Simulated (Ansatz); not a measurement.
Cost and result for the atomization energy of `NCO[SiH2]N` (13 atoms, 12 bonds).

| atom | x (Å) | y (Å) | z (Å) |
| --- | --- | --- | --- |
| N1 | 1.807 | 1.269 | 1.355 |
| C2 | 0.905 | 0.186 | 1.177 |
| O3 | 0.170 | 0.276 | -0.038 |
| Si4 | -0.946 | -0.836 | -0.520 |
| N5 | -1.650 | -0.450 | -2.022 |
| H6 | 2.480 | 1.304 | 0.600 |
| H7 | 1.311 | 2.151 | 1.370 |
| H8 | 0.207 | 0.170 | 2.022 |
| H9 | 1.476 | -0.750 | 1.186 |
| H10 | -0.278 | -2.159 | -0.651 |
| H11 | -2.033 | -0.895 | 0.495 |
| H12 | -1.129 | -0.560 | -2.876 |
| H13 | -2.322 | 0.296 | -2.097 |

Charge 0, multiplicity 1. Geometry: relaxed with PBE0-D4/def2-TZVP. It is one conformer, not always the lowest. Program: Ansatz. All runs use 4 threads of an Arm Neoverse V2 on a shared host. Times are those of one run each, without the atoms' runs, and a repeat can differ threefold. Electronic energies, without spin–orbit coupling; frozen cores. CCSD(T)/CBS adds CCSD(T) − MP2 in def2-TZVPP to the MP2 limit, and its time is that of the two runs behind it. T1 = 0.011.

CCSD(T)/CBS is a level of theory with its own doubt, some kJ/mol a heavy atom from the limit and from the frozen cores, so smaller differences don't rank the functionals.

| level | functions | wall time | atomization (kcal/mol) | difference from CCSD(T)/CBS | per bond |
| --- | --- | --- | --- | --- | --- |
| LDA (SPW92)/def2-TZVPP | 278 | 1.2 s | 1280.3 | 161.7 | 13.5 |
| revPBE-D4/def2-TZVPP | 278 | 2 s | 1105.6 | -13.0 | -1.1 |
| BLYP-D4/def2-TZVPP | 278 | 2 s | 1120.2 | 1.6 | 0.1 |
| PBE0-D4/def2-TZVPP | 278 | 2.9 s | 1111.5 | -7.1 | -0.6 |
| BHLYP-D4/def2-TZVPP | 278 | 3 s | 1084.5 | -34.1 | -2.8 |
| r2SCANh-D4/def2-TZVPP | 278 | 5 s | 1104.4 | -14.2 | -1.2 |
| PBE-QIDH/def2-TZVPP | 278 | 5.5 s | 1101.2 | -17.4 | -1.4 |
| CCSD(T)/def2-SVP | 114 | 6.5 s | 1035.4 | -83.2 | -6.9 |
| ωB97X-V/def2-TZVPP | 278 | 7.5 s | 1122.8 | 4.2 | 0.4 |
| B97M-V/def2-TZVPP | 278 | 9.5 s | 1115.1 | -3.5 | -0.3 |
| MP2/def2-QZVPP | 538 | 25 s | 1118.0 | -0.6 | 0.0 |
| CCSD(T)/def2-TZVPP | 278 | 3.9 min | 1083.8 | -34.8 | -2.9 |
| CCSD(T)/CBS(def2) | – | 4.3 min | 1118.6 | 0.0 | 0.0 |

The D4 term adds +8.5 kcal/mol with B3LYP and +4.5 kcal/mol with PBE0; it sums over pairs of atoms, weighted by their polarisabilities, and B3LYP, whose exchange is more repulsive, gets the larger term. Leaving LDA and LC-ωPBE aside and taking each functional with its dispersion term where it has one, the values, not all of them listed here, spread over 49.7 kcal/mol, from BHLYP-D4 to PBE-D4. LDA lies +151.3 kcal/mol from PBE without D4, its usual overbinding. From PBE to PBE0 (25 % exact exchange), in def2-TZVPP and without D4, the atomization energy moves by −21.9 kcal/mol: exact exchange takes away binding that semilocal exchange gives to molecules.

B3LYP here is the variant with VWN-RPA as its local correlation; programs differ in this.
